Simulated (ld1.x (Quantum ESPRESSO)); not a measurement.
## Scattering properties, PAW potential for N (Z = 7)

ld1.x (Quantum ESPRESSO) 7.5 input, shortened:

```
&input
   title='N', zed=7., rel=1, dft='PBESOL', iswitch=3,
   config='[He] 2s2 2p3 3d-2'
 /
 &inputp
   pseudotype=3, lpaw=.true., tm=.true., lloc=-2, rcloc=1.75,
   nlcc=.true., rcore=0.75,
   which_augfun='PSQ', rmatch_augfun_nc=.true.
 /
6
2S  1  0   2.00   0.00  0.75  1.00  0.0
2S  1  0   0.00  -0.20  0.75  1.00  0.0
2P  2  1   3.00   0.00  2.00  2.45  0.0
2P  2  1   0.00  -0.05  2.00  2.45  0.0
3D  3  2  -2.00  -0.10  2.25  2.80  0.0
3D  3  2  -2.00   0.60  2.25  2.80  0.0
 &test
   configts(1)='2s2 2p3'
 /
```

The phase is arctan(r·u′/u) with u = r·R(r), unwrapped; energies in Ry, scanned from -3 to 5 Ry. A pole is an energy at which the radial function vanishes at the test radius. The pseudo phase is shifted by a multiple of π to meet the all-electron one at the reference energy, and phase errors are pseudo minus all-electron; the curves can meet again beyond the range given. Levels narrower than the energy grid can be missing from the lists of poles.

```tsv
channel	radius (bohr)	reference energy (Ry)	poles, all-electron	poles, pseudo	unbroken range about the reference energy with phases within 0.05 rad	phase error 1 Ry above the reference energy (rad)
s	3.04	-1.36	-1.28, 2.69	-1.28, 2.69	the whole range	+0.000
p	3.04	-0.52	-0.38, 2.93	-0.38, 3.00	below 4.4	+0.000
d	3.04	-0.10	2.37	2.39	below 3.5	+0.000
```

The ghost test of this file was not conclusive. Its overlap operator is not positive definite in a basis up to 400 Ry (lowest eigenvalue s -0.83), so the file is unfit for use: the generalised eigenproblem breaks down once the basis is large enough, and its test numbers describe a broken file.

Phases in the p channel:

```
E (Ry)  all-electron  pseudo
 -3.00         1.377   1.377
 -2.52         1.358   1.358
 -2.04         1.332   1.332
 -1.56         1.289   1.289
 -1.08         1.197   1.197
 -0.60        -0.086  -0.086
 -0.12        -1.787  -1.787
  0.36        -2.005  -2.005
  0.84        -2.502  -2.500
  1.32        -3.873  -3.864
  1.80        -4.426  -4.420
  2.28        -4.599  -4.592
  2.76        -4.688  -4.680
  3.24        -4.752  -4.741
  3.72        -4.813  -4.794
  4.20        -4.889  -4.853
  4.68        -5.027  -4.936
```
